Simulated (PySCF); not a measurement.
Simulation results for B2H7NSi, CH6OSi, CH4BN2

Calculation on a computer-drawn molecule: optimised geometry and harmonic frequencies of an isolated molecule of the commonest isotopes, restricted reference for singlets and unrestricted otherwise, frozen core in MP2. Program: PySCF 2.14.0.

Common to all runs: charge 0; method HF.

(1) B2H7NSi

Start structure:
```xyz
11
B2H7NSi
N      0.7920    -2.1475    -1.0469
B     -0.1359    -1.2955    -0.4284
B      0.1334     0.0590     0.5829
Si     0.4487    -0.0425     2.3948
H      1.8367    -1.9791    -0.9271
H      0.6023    -2.9806    -1.4956
H     -1.2374    -1.6970    -0.5477
H      0.0514     1.1471     0.0537
H      1.7186     0.5118     2.8242
H     -0.5791     0.7201     3.1713
H      0.3650    -1.4218     3.1152
```

| Quantity | Value |
| --- | --- |
| multiplicity | 1 |
| basis | cc-pV(D+d)Z |
| rotational constants | 15.89, 2.117, 2.019 GHz |
| total energy | -396.8358 hartree |
| convergence status largest gradient component | 2.084e-05 hartree/bohr |

Drawn bonds:
```
atom  other atom  order
   1           2      1
   2           3      1
   3           4      1
   1           5      1
   1           6      1
   2           7      1
   3           8      1
   4           9      1
   4          10      1
   4          11      1
```

Optimised structure:
```xyz
11
B2H7NSi
N      0.8748    -2.1198    -1.0544
B     -0.1383    -1.3973    -0.4252
B      0.0619    -0.0091     0.5368
Si     0.3961    -0.0258     2.5539
H      1.8433    -1.8804    -1.0121
H      0.6951    -2.9332    -1.6051
H     -1.2694    -1.8063    -0.5680
H     -0.0214     1.0853     0.0368
H      1.8262     0.3315     2.7721
H     -0.4370     0.9758     3.2688
H      0.1645    -1.3467     3.1930
```

Modes:
```
frequency (cm⁻¹)  reduced mass (dalton)
           46.82                  1.209
           98.85                  2.494
           168.6                  1.873
             270                   2.08
           477.4                  1.244
           513.3                  1.837
           529.7                  1.194
           570.4                  1.344
           736.7                  1.747
           763.6                  1.703
           820.6                  1.604
           952.1                  1.283
           972.2                  1.273
           989.6                  1.113
            1016                  1.049
            1038                  1.045
            1062                  1.569
            1213                  1.636
            1424                  3.591
            1763                  1.202
            2263                  1.044
            2282                   1.05
            2292                  1.025
            2615                   1.09
            2663                  1.092
            3814                  1.051
            3912                  1.099
```

(2) CH6OSi

Start structure:
```xyz
9
CH6OSi
O      0.4201    -0.7553     2.9889
C      0.4952    -1.4869     1.6774
Si    -0.3787    -0.5030     0.2964
H     -0.5818    -0.5572     3.1726
H      0.0518    -2.4269     1.7996
H      1.6014    -1.6142     1.5527
H     -1.6994    -0.3153     0.5801
H      0.3666     0.8644     0.1637
H     -0.1623    -1.2738    -0.9132
```

| Quantity | Value |
| --- | --- |
| multiplicity | 1 |
| basis | cc-pV(D+d)Z |
| rotational constants | 26.3, 5.11, 4.682 GHz |
| total energy | -405.1433 hartree |
| convergence status largest gradient component | 3.213e-05 hartree/bohr |

Drawn bonds:
```
atom  other atom  order
   1           2      1
   2           3      1
   1           4      1
   2           5      1
   2           6      1
   3           7      1
   3           8      1
   3           9      1
```

Optimised structure:
```xyz
9
CH6OSi
O      0.3594    -0.7230     2.9569
C      0.4908    -1.4320     1.7396
Si    -0.2921    -0.4895     0.2897
H     -0.5506    -0.7109     3.2136
H      0.0811    -2.4464     1.8209
H      1.5619    -1.5507     1.5647
H     -1.7213    -0.2327     0.6015
H      0.3902     0.8083     0.0873
H     -0.2066    -1.2912    -0.9560
```

Modes:
```
frequency (cm⁻¹)  reduced mass (dalton)
           178.5                  1.185
           248.1                  3.559
             307                  1.053
           537.4                   1.05
           618.8                  1.904
           787.1                  2.002
           915.6                  1.402
            1017                   1.13
            1023                  1.042
            1029                  1.049
            1150                  5.661
            1232                  1.037
            1409                  1.303
            1494                  1.214
            1576                  1.071
            2291                  1.046
            2303                   1.04
            2322                  1.034
            3151                  1.069
            3233                  1.095
            4146                  1.067
```

(3) CH4BN2

Start structure:
```xyz
8
CH4BN2
C      1.2505    -0.8372    -0.8979
N      0.2685    -1.0600     0.0192
B     -1.1124    -1.2875    -0.2099
N     -2.3693    -1.3555    -0.3591
H      2.1844    -0.5328    -0.5385
H      0.9581    -0.7173    -1.9583
H      0.5545    -1.0408     1.0058
H     -3.2683    -1.6996    -0.4094
```

| Property | Result |
| --- | --- |
| multiplicity | 2 |
| basis | cc-pVDZ |
| rotational constants | 48.04, 4.358, 4.003 GHz |
| total energy | -173.7780 hartree |
| spin squared | 0.7603 |
| convergence status largest gradient component | 2.538e-05 hartree/bohr |

Drawn bonds:
```
atom  other atom  order
   1           2      1
   2           3      1
   3           4      2
   1           5      1
   1           6      1
   2           7      1
   4           8      1
```

Optimised structure:
```xyz
8
CH4BN2
C      1.2347    -0.9082    -0.9095
N      0.2503    -1.0104     0.0821
B     -1.1096    -1.2443    -0.1520
N     -2.3149    -1.4128    -0.3505
H      2.1883    -0.4979    -0.6067
H      0.8890    -0.7361    -1.9192
H      0.5805    -1.0623     1.0232
H     -3.2522    -1.6587    -0.5155
```

Modes:
```
frequency (cm⁻¹)  reduced mass (dalton)
            70.8                   1.38
             198                  1.222
           215.9                   3.39
           412.1                   1.15
           503.4                  4.863
           523.1                  1.202
           608.7                  3.871
           683.2                  1.287
           917.8                  3.673
            1202                  1.312
            1311                  2.797
            1548                  1.233
            1605                  1.436
            2156                  8.257
            3294                  1.049
            3418                  1.123
            3854                  1.076
            4110                    1.1
```
